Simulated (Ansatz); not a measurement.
Geometry optimisation, RKS PBE0-D4/def2-SVP (Ansatz).

Input file:

```yaml
crystal:
  periodic: [false, false, false]
  atoms:
    - { symbol: In, position_ang: [-0.7333, -0.3718, -1.0769] }
    - { symbol: Cl, position_ang: [1.2788, 1.5956, -1.517] }
    - { symbol: Cl, position_ang: [-0.249, -2.4588, -1.9123] }
    - { symbol: Cl, position_ang: [-2.889, 0.4254, -1.0728] }
    - { symbol: H, position_ang: [0.8913, 0.7627, -0.0152] }
    - { symbol: C, position_ang: [0.4471, 0.0982, 1.1228] }
    - { symbol: H, position_ang: [1.2423, 0.4884, 1.7588] }
    - { symbol: H, position_ang: [-0.5003, 0.4511, 1.5335] }
    - { symbol: H, position_ang: [0.5121, -0.9907, 1.1791] }
basis:
  gaussian: { orbitals: def2-SVP }
hamiltonian:
  xc: pbe0
  dispersion: d4
relax:
  f_tol: 0.15
  max_steps: 25
  restrain:
    - { distance: [0, 5], at: 2.18, k: 30.0 }
    - { distance: [4, 1], at: 1.33, k: 30.0 }
    - { distance: [0, 1], at: 3.74, k: 30.0 }
    - { distance: [4, 5], at: 2.37, k: 30.0 }
```

Command:

```bash
$ ansatz run input.yaml --threads 2 --pin off --max-ram 3072MiB --backend cpu --events-out ev --progress --plain --runs-dir out
```

Task: Where does it end, and by what steps?

Result: It converged. The restraints hold the end off the free minimum. After 14 steps the energy has fallen by 0.674 eV (the restraints' own energy left out); H7 moved furthest, 1.18 Å. Parted: In1–Cl2. Joined: Cl2–H5.

```json
{"step": "0", "energy less start (eV)": "0.0000", "largest force component (eV/Å)": "1.974", "accepted": "yes"}
{"step": "1", "energy less start (eV)": "0.7135", "largest force component (eV/Å)": "1.881", "accepted": "yes"}
{"step": "2", "energy less start (eV)": "0.8115", "largest force component (eV/Å)": "2.874", "accepted": "yes"}
{"step": "3", "energy less start (eV)": "0.5812", "largest force component (eV/Å)": "2.546", "accepted": "yes"}
{"step": "4", "energy less start (eV)": "-0.0488", "largest force component (eV/Å)": "2.046", "accepted": "yes"}
{"step": "5", "energy less start (eV)": "-0.2626", "largest force component (eV/Å)": "1.852", "accepted": "yes"}
{"step": "6", "energy less start (eV)": "-0.3842", "largest force component (eV/Å)": "1.922", "accepted": "yes"}
{"step": "7", "energy less start (eV)": "-0.5588", "largest force component (eV/Å)": "0.406", "accepted": "yes"}
{"step": "8", "energy less start (eV)": "-0.5797", "largest force component (eV/Å)": "0.623", "accepted": "yes"}
{"step": "9", "energy less start (eV)": "-0.5865", "largest force component (eV/Å)": "0.779", "accepted": "yes"}
{"step": "10", "energy less start (eV)": "-0.6224", "largest force component (eV/Å)": "0.836", "accepted": "yes"}
{"step": "11", "energy less start (eV)": "-0.6485", "largest force component (eV/Å)": "0.824", "accepted": "yes"}
{"step": "12", "energy less start (eV)": "-0.6710", "largest force component (eV/Å)": "0.587", "accepted": "yes"}
{"step": "13", "energy less start (eV)": "-0.6279", "largest force component (eV/Å)": "1.288", "accepted": "no"}
{"step": "14", "energy less start (eV)": "-0.6739", "largest force component (eV/Å)": "0.661", "accepted": "yes"}
```

```xyz
9
Properties=species:S:1:pos:R:3
In -0.899 -0.805 -0.652
Cl 1.392 2.082 -1.239
Cl -0.386 -2.641 -2.013
Cl -2.863 0.303 -1.294
H 1.114 1.712 -0.013
C 0.269 -0.222 1.082
H 1.340 -0.224 0.820
H -0.065 0.766 1.436
H 0.098 -0.970 1.873
```

Whether the end is a true minimum wasn't checked by a vibrational analysis.

Run time: 53 s on 2 threads of Arm Neoverse V2, on a shared host, peak memory 0.3 GiB.
